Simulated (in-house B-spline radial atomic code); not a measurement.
## Ionising the lutetium ion Lu²⁺ with different functionals

Computed with a B-spline radial code for spherical atoms: scalar-relativistic (spin-free X2C) Hamiltonian, Fermi nucleus of rms radius 5.37 fm, spin-polarised at highest spin, spherical fractional occupations for the functionals, the average over the highest-spin determinants for Hartree-Fock. The ionisation energy is the difference of two self-consistent energies, [Xe] 4f14 6s1 → [Xe] 4f14, without Breit or QED terms; ε is the level of the shell that loses the electron (its least bound occupied spin orbital). There is no spin-orbit coupling in this Hamiltonian.

```
           method                    rung  ΔSCF (eV)  -ε(6s) (eV)
     Hartree-Fock            Hartree-Fock      19.96        20.01
    HF fractional            Hartree-Fock      19.96        20.01
         LDA VWN5                     LDA      21.51        18.28
         LDA PW92                     LDA      21.50        18.27
LDA exchange-only                     LDA      20.71        17.53
              PBE                     GGA      21.27        17.98
           PBEsol                     GGA      21.18        18.03
             BLYP                     GGA      21.42        18.00
             RPBE                     GGA      21.15        17.85
             PW91                     GGA      21.33        18.06
             BP86                     GGA      21.27        18.19
             AM05                     GGA      21.15        18.02
             OLYP                     GGA      21.03        17.66
             TPSS                meta-GGA      20.89        17.80
             SCAN                meta-GGA      21.22        18.35
           r2SCAN                meta-GGA      20.87        18.10
          revTPSS                meta-GGA      20.82        17.81
             PBE0           global hybrid      21.00        18.60
            B3LYP           global hybrid      21.34        18.64
            TPSSh           global hybrid      20.81        18.06
           M06-2X           global hybrid      20.94        19.34
        BHandHLYP           global hybrid      20.96        19.23
          r2SCAN0           global hybrid      20.78        18.73
            B97-1           global hybrid      20.75        18.21
            HSE06  range-separated hybrid      21.04        18.30
            wB97X  range-separated hybrid      20.49        20.38
        CAM-B3LYP  range-separated hybrid      21.28        19.87
          LC-wPBE  range-separated hybrid      20.84        20.80
```

(1) Among the functionals, which spreads more, the ΔSCF values or the orbital energies?

(2) How do they compare with the NIST value?

Answers

(1) The orbital energies: ΔSCF values span about 1.02 eV and the orbital energies 3.27 eV.

(2) NIST lists 20.959 eV ± 0.0012 (measured, ground level to ground level). Errors run from -1.00 to +0.55 eV; BHandHLYP is closest (-0.00 eV), but part of that can be cancellation, since the calculations leave out Breit-QED terms. Hartree-Fock also lacks correlation.
